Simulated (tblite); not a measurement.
Compound: C6H4NO2 (doublet state).
SMILES with atom numbers: `[N:1]#[C:2][CH2:3][C:4]1=[C:5][O:6][C:7](=[O:8])[CH2:9]1` (hydrogens: H10, H11 on C3; H12, H13 on C9)
Bond orders are those of one Lewis drawing.

Computed with GFN2-xTB (tblite), gas phase: L-BFGS steps from a force-field or distance-geometry start until the largest atomic force falls under 0.01 eV/Å.

Step 0: E = -701.2512 eV
```
atom  x, y, z in Å  |  force x, y, z in eV/Å
N1     -2.4000    2.0687   -0.3363    0.855  -2.450   0.292
C2     -2.0449    0.9721   -0.1900   -0.532   0.938   0.089
C3     -1.5786   -0.4330    0.0248   -1.109   0.766  -0.415
C4     -0.1284   -0.4970   -0.2643   -1.145  -0.428  -0.106
C5      0.4952   -1.2301   -1.1501    2.104   0.363  -0.018
O6      1.8674   -1.0316   -1.1177   -0.324   0.697   0.868
C7      2.1384   -0.1044   -0.1081    4.312   0.994   0.718
O8      3.2751    0.3297    0.2409   -4.089  -2.088  -1.867
C9      0.8709    0.3012    0.5305   -1.175   0.799  -0.177
H10    -1.7220   -0.7237    1.0875   -0.340   0.203  -0.571
H11    -2.1659   -1.0984   -0.6808    0.584   0.654   0.890
H12     0.7802    0.0656    1.5964    0.314   0.235  -0.116
H13     0.6083    1.3813    0.3495    0.545  -0.684   0.414
```

Step 1: E = -701.3666 eV
```
atom  x, y, z in Å  |  force x, y, z in eV/Å
N1     -2.3878    2.0337   -0.3321   -1.313   4.310  -0.613
C2     -2.0525    0.9855   -0.1887    1.577  -5.691   0.930
C3     -1.5944   -0.4220    0.0188   -0.610   0.694  -0.113
C4     -0.1448   -0.5031   -0.2659   -0.121  -0.575  -0.608
C5      0.5252   -1.2249   -1.1503    0.771   0.793   0.652
O6      1.8627   -1.0217   -1.1053    0.564   0.171   0.207
C7      2.2000   -0.0902   -0.0978   -6.238  -1.730  -1.160
O8      3.2167    0.3000    0.2142    5.281   1.296   0.803
C9      0.8541    0.3126    0.5280   -0.284  -0.043  -0.250
H10    -1.7268   -0.7208    1.0793   -0.388   0.241  -0.492
H11    -2.1576   -1.0891   -0.6681    0.202   0.398   0.513
H12     0.7847    0.0689    1.5948    0.225   0.224  -0.151
H13     0.6161    1.3715    0.3554    0.333  -0.088   0.281
```

Step 2: E = -701.6312 eV
```
atom  x, y, z in Å  |  force x, y, z in eV/Å
N1     -2.3941    2.0557   -0.3354    1.121  -3.340   0.456
C2     -2.0432    0.9482   -0.1818   -1.226   3.116  -0.334
C3     -1.6028   -0.4143    0.0165   -0.047  -0.247   0.093
C4     -0.1497   -0.5087   -0.2706   -0.067  -0.293  -0.322
C5      0.5383   -1.2179   -1.1458    0.275   0.422   0.304
O6      1.8656   -1.0180   -1.1007    0.639   0.213   0.258
C7      2.1709   -0.0990   -0.1035   -1.076   0.046   0.151
O8      3.2398    0.3017    0.2133    0.560  -0.334  -0.426
C9      0.8478    0.3152    0.5255   -0.240  -0.294  -0.177
H10    -1.7308   -0.7184    1.0738   -0.375   0.177  -0.370
H11    -2.1541   -1.0839   -0.6613    0.004   0.182   0.302
H12     0.7874    0.0714    1.5933    0.191   0.213  -0.155
H13     0.6205    1.3685    0.3589    0.240   0.138   0.218
```

**Question.** Estimate the geometry and energy of step 3. (The exact step hangs on the optimiser's Hessian estimate; all steps are aligned on step 2, rigid shifts and turns removed.)

**Answer.** E = -701.6175 eV, largest force 3.450 eV/Å
```
atom  x, y, z in Å  |  force x, y, z in eV/Å
N1     -2.3847    2.0289   -0.3319   -0.769   2.608  -0.370
C2     -2.0529    0.9678   -0.1828    0.854  -3.298   0.543
C3     -1.6054   -0.4150    0.0172    0.007   0.250  -0.078
C4     -0.1511   -0.5141   -0.2763   -0.470   0.152   0.193
C5      0.5443   -1.2104   -1.1401    0.401  -0.128  -0.307
O6      1.8749   -1.0148   -1.0969    0.298   0.265   0.337
C7      2.1395   -0.1036   -0.1052    2.829   1.019   0.778
O8      3.2621    0.3014    0.2104   -2.654  -1.287  -1.100
C9      0.8439    0.3117    0.5226   -0.384  -0.085  -0.037
H10    -1.7366   -0.7155    1.0677   -0.357   0.152  -0.211
H11    -2.1533   -1.0804   -0.6559   -0.117   0.096   0.171
H12     0.7904    0.0746    1.5909    0.154   0.172  -0.113
H13     0.6245    1.3697    0.3624    0.208   0.082   0.194
```

The energy changes by +0.0137 eV. The first-order estimate −F·Δx gives -0.2533 eV and the mean of the old and new forces, exact on a quadratic surface, +0.0181 eV. The step makes an angle of 34° with the force vector and moves no atom by more than 0.032 Å. The energy falls at the start of this step and ends higher, so the step passed the lowest point of its straight line.

The cost below is that of the whole relaxation. On an Arm Neoverse V2 with one thread, shared host with 192 logical CPUs at a one-minute load of 38, this took 0.19 s.
